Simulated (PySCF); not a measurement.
Working out the excitation energy of K

K [Ar] 4s1 (2S) → K [Ar] 3d1 (2D). Computed with PySCF 2.14 in x2c-QZVPPall with one added diffuse shell each of s, p, d, f type (12s8p5d4f, 89 functions), with scalar relativity by spin-free X2C-1e. Frozen: [Ne]. Energies in hartree (1 hartree = 27.21139 eV):

```tsv
part	K (lower)	K (upper)
UHF	-601.464017	-601.373550
CCSD correlation	-0.219472	-0.211820
(T)	-0.006655	-0.006031
```

Problem. What does Hartree-Fock give?

Solution. (-601.373550) − (-601.464017) = 0.090467 hartree = 2.462 eV.

Problem. What do CCSD and CCSD(T) give?

Solution. The CCSD correlation energies differ by 0.007652 hartree = 0.208 eV and the triples by 0.000624 hartree = 0.017 eV, so CCSD gives 2.670 eV and CCSD(T) 2.687 eV.

Measured between the centres of the two terms (NIST): 2.670 eV, so CCSD(T) (valence and next inner shell) is off by 0.017 eV.

What remains against the reference includes basis incompleteness, the frozen core and higher excitations.
